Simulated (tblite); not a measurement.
A geometry optimisation, step by step.

C₃H₁₁FSeSi₂.
SMILES with atom numbers: `[CH3:1][C@@H:2]([F:3])[SiH2:4][Si@@H:5]([CH3:6])[SeH:7]` (hydrogens: H8, H9, H10 on C1; H11 on C2; H12, H13 on Si4; H14 on Si5; H15, H16, H17 on C6; H18 on Se7)

Computed with GFN2-xTB (tblite), gas phase: L-BFGS steps from a force-field or distance-geometry start until the largest atomic force falls under 0.01 eV/Å. 10 of its 118 geometries are shown.

Step 0: E = -636.0191 eV, largest atomic force 2.640 eV/Å
```
atom  x, y, z in Å  |  force x, y, z in eV/Å
C1     -1.905    0.709    0.264   -1.564   1.589   0.292
C2     -1.804   -0.448   -0.683   -1.891  -0.264   0.406
F3     -1.943   -0.009   -1.979    0.070   0.142  -0.285
Si4    -0.338   -1.522   -0.439   -0.253  -2.615   0.261
Si5     1.605   -0.529   -0.246    1.604   0.209  -0.111
C6      1.836    0.950   -1.345    1.153   1.676  -0.388
Se7     2.154    0.029    1.901   -0.002   0.635   0.826
H8     -1.590    0.508    1.299    0.136  -0.042  -0.649
H9     -1.419    1.620   -0.151   -0.032  -0.716   0.425
H10    -3.008    0.960    0.317    1.077   0.110   0.142
H11    -2.708   -1.085   -0.484    0.442   0.249  -0.361
H12    -0.561   -2.325    0.801   -0.164   0.222  -0.285
H13    -0.317   -2.506   -1.532   -0.056   0.083   0.018
H14     2.645   -1.509   -0.660   -0.043   0.233   0.366
H15     1.183    1.818   -1.079    0.378  -0.823  -0.537
H16     2.881    1.317   -1.147   -0.824  -0.148  -0.295
H17     1.812    0.710   -2.427   -0.325   0.285   0.773
H18     1.467    1.319    2.313    0.295  -0.825  -0.598
```

Step 13: E = -636.7108 eV, largest atomic force 0.163 eV/Å
```
atom  x, y, z in Å  |  force x, y, z in eV/Å
C1     -1.980    0.730    0.275   -0.015   0.007  -0.012
C2     -1.910   -0.484   -0.642    0.010  -0.018  -0.004
F3     -1.899   -0.045   -1.967   -0.008   0.031   0.017
Si4    -0.367   -1.625   -0.398    0.024   0.035   0.020
Si5     1.683   -0.507   -0.246   -0.019  -0.049   0.034
C6      1.923    1.033   -1.338    0.005   0.046  -0.028
Se7     2.235    0.011    1.969    0.072  -0.113  -0.065
H8     -1.600    0.484    1.264   -0.001  -0.017  -0.013
H9     -1.382    1.535   -0.148    0.089  -0.036   0.037
H10    -2.998    1.101    0.383   -0.007  -0.029  -0.050
H11    -2.826   -1.082   -0.558    0.026   0.029   0.018
H12    -0.668   -2.389    0.818   -0.023  -0.013   0.025
H13    -0.367   -2.539   -1.546   -0.012   0.027   0.023
H14     2.772   -1.454   -0.518    0.031   0.019   0.002
H15     1.206    1.817   -1.115   -0.061   0.003   0.017
H16     2.914    1.466   -1.237    0.044  -0.047   0.075
H17     1.794    0.754   -2.378   -0.044   0.013  -0.048
H18     1.461    1.200    2.105   -0.108   0.112  -0.047
```

Step 26: E = -636.7351 eV, largest atomic force 0.147 eV/Å
```
atom  x, y, z in Å  |  force x, y, z in eV/Å
C1     -1.948    0.725    0.285   -0.009  -0.013  -0.002
C2     -1.889   -0.484   -0.636   -0.007   0.009  -0.020
F3     -1.884   -0.035   -1.956    0.055   0.009  -0.011
Si4    -0.367   -1.647   -0.376   -0.031   0.022  -0.026
Si5     1.687   -0.545   -0.275    0.040   0.066   0.077
C6      1.891    1.030   -1.330    0.046  -0.022   0.039
Se7     2.240    0.058    1.925   -0.102   0.045  -0.096
H8     -1.678    0.433    1.297    0.003   0.024  -0.009
H9     -1.256    1.488   -0.069    0.044  -0.065   0.059
H10    -2.944    1.161    0.303   -0.015   0.019  -0.022
H11    -2.810   -1.072   -0.553   -0.019   0.016   0.041
H12    -0.712   -2.383    0.850    0.036  -0.012  -0.031
H13    -0.383   -2.543   -1.535   -0.009  -0.051   0.028
H14     2.828   -1.431   -0.541   -0.025  -0.028  -0.027
H15     1.179    1.807   -1.061   -0.005  -0.061  -0.054
H16     2.888    1.436   -1.182    0.034   0.059  -0.021
H17     1.777    0.808   -2.388   -0.066   0.024   0.056
H18     1.371    1.200    1.967    0.031  -0.040   0.019
```

Step 39: E = -636.7569 eV, largest atomic force 0.086 eV/Å
```
atom  x, y, z in Å  |  force x, y, z in eV/Å
C1     -1.901    0.716    0.304   -0.013  -0.021  -0.012
C2     -1.865   -0.481   -0.630    0.014  -0.001  -0.014
F3     -1.828   -0.010   -1.943    0.037  -0.008  -0.028
Si4    -0.363   -1.671   -0.378    0.051   0.007   0.007
Si5     1.697   -0.553   -0.296   -0.053  -0.021  -0.040
C6      1.876    1.042   -1.325   -0.018  -0.019   0.007
Se7     2.176    0.106    1.895    0.007  -0.050  -0.019
H8     -1.807    0.381    1.333   -0.017   0.008   0.012
H9     -1.083    1.395    0.074    0.025  -0.021   0.021
H10    -2.836    1.260    0.189    0.000   0.039   0.031
H11    -2.810   -1.034   -0.560    0.023  -0.012   0.004
H12    -0.678   -2.400    0.858   -0.003   0.016   0.023
H13    -0.413   -2.621   -1.492    0.000   0.013  -0.024
H14     2.821   -1.458   -0.584   -0.030   0.064   0.049
H15     1.142    1.785   -1.021    0.007   0.017  -0.039
H16     2.861    1.484   -1.192   -0.024  -0.025  -0.013
H17     1.730    0.847   -2.383   -0.004  -0.002   0.008
H18     1.274    1.219    1.873   -0.003   0.016   0.026
```

Step 52: E = -636.7696 eV, largest atomic force 0.049 eV/Å
```
atom  x, y, z in Å  |  force x, y, z in eV/Å
C1     -1.860    0.699    0.324   -0.002   0.012   0.003
C2     -1.837   -0.482   -0.630    0.025   0.020  -0.012
F3     -1.736    0.004   -1.935   -0.010   0.011   0.003
Si4    -0.360   -1.700   -0.373   -0.046   0.001   0.007
Si5     1.663   -0.536   -0.316   -0.025  -0.017   0.016
C6      1.831    1.052   -1.353    0.003  -0.003   0.001
Se7     2.111    0.092    1.888    0.004   0.042   0.016
H8     -1.921    0.339    1.348   -0.014   0.003  -0.012
H9     -0.956    1.297    0.216   -0.002  -0.043  -0.001
H10    -2.713    1.344    0.121   -0.015  -0.010   0.019
H11    -2.801   -1.005   -0.597    0.043   0.020  -0.014
H12    -0.652   -2.395    0.886   -0.017  -0.017  -0.002
H13    -0.436   -2.654   -1.483    0.011   0.005   0.011
H14     2.810   -1.417   -0.563    0.031   0.006  -0.020
H15     1.109    1.809   -1.059   -0.016  -0.004  -0.005
H16     2.822    1.481   -1.226    0.015   0.015  -0.027
H17     1.680    0.850   -2.409    0.001  -0.018  -0.001
H18     1.236    1.229    1.885    0.015  -0.021   0.018
```

Step 65: E = -636.7755 eV, largest atomic force 0.051 eV/Å
```
atom  x, y, z in Å  |  force x, y, z in eV/Å
C1     -1.850    0.687    0.341    0.001   0.019   0.024
C2     -1.817   -0.468   -0.644   -0.014   0.034   0.005
F3     -1.675    0.052   -1.931    0.035   0.007  -0.037
Si4    -0.363   -1.704   -0.357   -0.003  -0.015  -0.008
Si5     1.655   -0.526   -0.299    0.038   0.022  -0.008
C6      1.805    1.039   -1.377   -0.011  -0.003   0.002
Se7     2.131    0.119    1.899    0.043  -0.020  -0.001
H8     -1.987    0.301    1.347   -0.019   0.001   0.013
H9     -0.914    1.242    0.303    0.008   0.007   0.006
H10    -2.660    1.379    0.110   -0.013  -0.040  -0.001
H11    -2.785   -0.980   -0.655   -0.013   0.005   0.009
H12    -0.698   -2.413    0.885    0.006   0.016   0.004
H13    -0.423   -2.658   -1.467    0.016  -0.003  -0.016
H14     2.829   -1.365   -0.572   -0.015  -0.034   0.027
H15     1.079    1.802   -1.105   -0.001  -0.011  -0.007
H16     2.796    1.478   -1.279   -0.031  -0.007  -0.009
H17     1.644    0.794   -2.422   -0.001   0.011   0.009
H18     1.225    1.226    1.947   -0.027   0.014  -0.014
```

Step 78: E = -636.7830 eV, largest atomic force 0.030 eV/Å
```
atom  x, y, z in Å  |  force x, y, z in eV/Å
C1     -1.855    0.679    0.371   -0.010  -0.012  -0.015
C2     -1.774   -0.432   -0.660   -0.002  -0.010  -0.024
F3     -1.556    0.141   -1.915    0.028  -0.003   0.009
Si4    -0.348   -1.696   -0.344   -0.004   0.030  -0.002
Si5     1.672   -0.522   -0.277    0.007  -0.021  -0.005
C6      1.761    1.008   -1.408   -0.006   0.005  -0.010
Se7     2.217    0.184    1.879   -0.012   0.004   0.021
H8     -2.077    0.249    1.344    0.006   0.022   0.007
H9     -0.911    1.220    0.428   -0.016  -0.011   0.015
H10    -2.639    1.388    0.109   -0.014   0.013   0.020
H11    -2.748   -0.927   -0.746    0.007  -0.009  -0.005
H12    -0.741   -2.401    0.882    0.017  -0.003   0.005
H13    -0.364   -2.642   -1.463   -0.023   0.009   0.012
H14     2.826   -1.392   -0.526    0.023  -0.005  -0.016
H15     1.014    1.753   -1.145   -0.016   0.003   0.008
H16     2.735    1.486   -1.350    0.008  -0.013  -0.003
H17     1.582    0.723   -2.440    0.011   0.002  -0.014
H18     1.196    1.185    1.984   -0.004  -0.002  -0.001
```

Step 91: E = -636.7858 eV, largest atomic force 0.032 eV/Å
```
atom  x, y, z in Å  |  force x, y, z in eV/Å
C1     -1.867    0.674    0.388    0.000   0.009   0.000
C2     -1.752   -0.416   -0.663   -0.001   0.010   0.010
F3     -1.475    0.178   -1.896    0.010   0.028  -0.011
Si4    -0.340   -1.689   -0.331    0.000  -0.018   0.003
Si5     1.687   -0.528   -0.282   -0.010   0.006  -0.002
C6      1.747    0.993   -1.427   -0.005   0.000   0.011
Se7     2.217    0.195    1.875   -0.008   0.003  -0.008
H8     -2.131    0.231    1.344    0.006  -0.009  -0.006
H9     -0.919    1.200    0.493    0.004   0.011   0.018
H10    -2.630    1.401    0.114   -0.014  -0.009  -0.013
H11    -2.723   -0.902   -0.802   -0.019  -0.022   0.012
H12    -0.721   -2.390    0.900   -0.002   0.009  -0.002
H13    -0.387   -2.634   -1.450    0.003  -0.010   0.007
H14     2.850   -1.389   -0.530    0.004   0.004  -0.004
H15     0.989    1.726   -1.163    0.001   0.003   0.004
H16     2.714    1.487   -1.378    0.001  -0.005  -0.014
H17     1.562    0.700   -2.456    0.025   0.000   0.004
H18     1.169    1.167    1.988    0.006  -0.013  -0.010
```

Step 104: E = -636.7871 eV, largest atomic force 0.020 eV/Å
```
atom  x, y, z in Å  |  force x, y, z in eV/Å
C1     -1.885    0.674    0.396   -0.009  -0.008  -0.008
C2     -1.745   -0.406   -0.663   -0.003  -0.007  -0.003
F3     -1.459    0.204   -1.887    0.005   0.004   0.011
Si4    -0.337   -1.684   -0.326   -0.001   0.013   0.000
Si5     1.696   -0.532   -0.292    0.005  -0.018   0.001
C6      1.759    0.990   -1.434   -0.002   0.004   0.000
Se7     2.220    0.187    1.867    0.011  -0.004  -0.003
H8     -2.138    0.219    1.350   -0.005  -0.014  -0.007
H9     -0.953    1.226    0.509    0.002  -0.006  -0.011
H10    -2.669    1.380    0.124    0.004   0.007   0.006
H11    -2.711   -0.900   -0.818    0.000   0.004   0.009
H12    -0.725   -2.366    0.913    0.004   0.004   0.005
H13    -0.390   -2.647   -1.429   -0.002   0.000   0.001
H14     2.861   -1.389   -0.542   -0.007  -0.005  -0.002
H15     0.995    1.717   -1.172   -0.001   0.019  -0.005
H16     2.724    1.488   -1.378    0.001   0.002   0.004
H17     1.585    0.699   -2.465    0.007  -0.005  -0.004
H18     1.162    1.147    1.971   -0.010   0.009   0.005
```

Step 117: E = -636.7878 eV, largest atomic force 0.009 eV/Å
```
atom  x, y, z in Å  |  force x, y, z in eV/Å
C1     -1.901    0.664    0.403   -0.001   0.004  -0.002
C2     -1.747   -0.401   -0.668   -0.003  -0.001   0.001
F3     -1.447    0.224   -1.880    0.002   0.001   0.002
Si4    -0.339   -1.674   -0.319    0.001  -0.009   0.000
Si5     1.696   -0.528   -0.301    0.000   0.006  -0.004
C6      1.772    0.993   -1.443    0.003  -0.002  -0.002
Se7     2.229    0.189    1.857    0.006   0.001   0.000
H8     -2.154    0.192    1.349   -0.003   0.001  -0.004
H9     -0.971    1.218    0.526   -0.004  -0.003   0.002
H10    -2.687    1.369    0.139    0.000   0.005   0.001
H11    -2.709   -0.896   -0.840   -0.005  -0.003   0.004
H12    -0.720   -2.333    0.935   -0.001  -0.002  -0.005
H13    -0.395   -2.656   -1.406   -0.004  -0.002   0.003
H14     2.851   -1.397   -0.557    0.003   0.000   0.006
H15     1.005    1.724   -1.197    0.008  -0.005   0.000
H16     2.737    1.489   -1.374   -0.006   0.005   0.000
H17     1.615    0.697   -2.476    0.003   0.005  -0.001
H18     1.156    1.132    1.977    0.001  -0.001   0.000
```

Question: Summarise the path.

Answer: The energy falls by 17.73 kcal/mol from step 0 to step 117; nine tenths of that is first reached at step 14. It falls at every step. The largest force goes from 2.640 to 0.009 eV/Å. Among the bonds Si4–Si5 changes most, from 2.191 to 2.335 Å; the atoms move by 0.390 Å rms after alignment.

The cost below is that of the whole relaxation. The run took 1.8 s wall on one thread, Arm Neoverse N1 (aarch64), no GPU, on a shared host.
